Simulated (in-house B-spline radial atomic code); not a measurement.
**Ionising Bi⁷⁺ with different functionals**

Computed with a radial B-spline atomic code at the basis-set limit: four-component Dirac-Coulomb Hamiltonian, Fermi nucleus of rms radius 5.5211 fm, spin-restricted, spherical fractional occupations for the functionals, and exact exchange of hybrids averaged over the configuration. The ionisation energy is the difference of two self-consistent energies, [Xe] 4f14 5d8 → [Xe] 4f14 5d7, without Breit or QED terms; ε is the level of the shell that loses the electron (mean over j). The electron is taken from both j subshells in proportion to 2j + 1, so the result is a j average, not the step between ground levels.

| method | rung | ΔSCF (eV) | -ε(5d) (eV) |
| --- | --- | --- | --- |
| PBE0 | global hybrid | 125.95 | 119.14 |
| B3LYP | global hybrid | 125.90 | 118.57 |
| wB97X | range-separated hybrid | ? | ? |
| CAM-B3LYP | range-separated hybrid | ? | ? |

Task: What does wB97X give?

Result: ΔSCF 125.68 eV, and -ε(5d) = 121.49 eV.

Task: What does CAM-B3LYP give?

Result: ΔSCF 125.84 eV, and -ε(5d) = 120.51 eV.

Task: Among the functionals, which spreads more, the ΔSCF values or the orbital energies?

Result: The orbital energies: ΔSCF values span about 0.26 eV and the orbital energies 2.92 eV; here energy differences depend much less on the functional than eigenvalues do.

Task: How do they compare with the NIST value?

Result: NIST lists 122 eV ± 2.1 (tabulated theory, ground level to ground level). Errors run from +3.68 to +3.95 eV; all lie within about twice that uncertainty, so the table can't rank the methods.
